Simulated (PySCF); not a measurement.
Isomers of C4H6ClFO2, one GFN2-xTB conformer each. Single-point energies are computed at PBE0/def2-SVPD (PySCF, gas phase, no added dispersion term), electronic only.

Question: Rank them by PBE0/def2-SVPD energy, lowest first (kcal/mol).
A. `[CH3:1][O:2][CH2:3][C@H:4]([F:5])[C:6](=[O:7])[Cl:8]` with C1–O2–C3–C4 -179°, O2–C3–C4–F5 179°, C3–C4–C6–O7 -107°
B. `[F:1][C@H:2]([Cl:3])[CH:4]1[O:5][CH2:6][CH2:7][O:8]1` with F1–C2–C4–O5 55°, C2–C4–O5–C6 -91°, C4–O5–C6–C7 -18°, O5–C6–C7–O8 0°, C6–C7–O8–C4 17°
C. `[CH3:1][C@@:2]([F:3])([Cl:4])[CH2:5][C:6](=[O:7])[OH:8]` with C1–C2–C5–C6 67°, C2–C5–C6–O7 -57°, C5–C6–O8–H -179°

Answer: C (0.0), B (34.5), A (35.5).

As drawn, the lowest has an O–H bond and a C(=O)–O unit, which the highest lacks. Neighbours under 2.5 kcal/mol apart (F[C@H](Cl)C1OCCO1 and COC[C@H](F)C(=O)Cl) can change places with a better method, another conformer or zero-point energy. GFN2-xTB itself gives, in the same order: 0.0, 15.4, 26.6. Both levels put the same isomer lowest; measured from each level's own lowest isomer, the values differ by up to 19.1 kcal/mol (F[C@H](Cl)C1OCCO1: 15.4 against 34.5).

Question: Which frontier levels, dipoles and rotational constants go with these structures?

Answer: 
```
              SMILES  HOMO (eV, PBE0/def2-SVPD)  LUMO (eV)  dipole (D)      A, B, C (MHz)
C[C@@](F)(Cl)CC(=O)O                      -8.55      -0.63        1.87  3185, 1038, 944.4
   F[C@H](Cl)C1OCCO1                      -7.99       0.35        2.04   3510, 1186, 1135
  COC[C@H](F)C(=O)Cl                      -8.22      -1.62        3.40   2231, 1125, 1005
```
